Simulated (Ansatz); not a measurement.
One change: `O[SiH2]C(O)(F)F` becomes `O[SiH2]C(F)F`.

Ansatz, PBE0-D4/def2-TZVP geometries, multiplicity 1. Each molecule was computed in one conformer, which needn't be the lowest.

| property | `O[SiH2]C(O)(F)F` |
| --- | --- |
| size of the dipole moment (ωB97M-V/def2-TZVPP) / D | 0.85 |
| HOMO–LUMO gap (B3LYP/def2-TZVPP) / eV | 8.39 |
| HOMO–LUMO gap (PBE0/def2-TZVPP) / eV | 8.87 |
| LUMO energy (ωB97M-V/def2-TZVPP) / eV | 1.65 |
| HOMO energy (B3LYP/def2-TZVPP) / eV | -8.69 |
| size of the dipole moment (B3LYP/def2-TZVPP) / D | 0.84 |

Q: What does the change do to each property? (An estimate is asked.)

A: Computed: 
```tsv
property	`O[SiH2]C(F)F`	shift
size of the dipole moment (ωB97M-V/def2-TZVPP) / D	1.27	0.42
HOMO–LUMO gap (B3LYP/def2-TZVPP) / eV	7.83	-0.56
HOMO–LUMO gap (PBE0/def2-TZVPP) / eV	8.30	-0.57
LUMO energy (ωB97M-V/def2-TZVPP) / eV	1.54	-0.11
HOMO energy (B3LYP/def2-TZVPP) / eV	-8.25	0.44
size of the dipole moment (B3LYP/def2-TZVPP) / D	1.25	0.41
```

With PBE0 the HOMO rises by 0.44 eV and the LUMO falls by 0.13 eV, so the gap narrows by about 0.57 eV. PBE moves the HOMO by 0.46 eV and ωB97M-V by 0.44 eV. Dipoles are sizes alone; their direction can turn.

B3LYP here is the variant with VWN-RPA as its local correlation; programs differ in this.
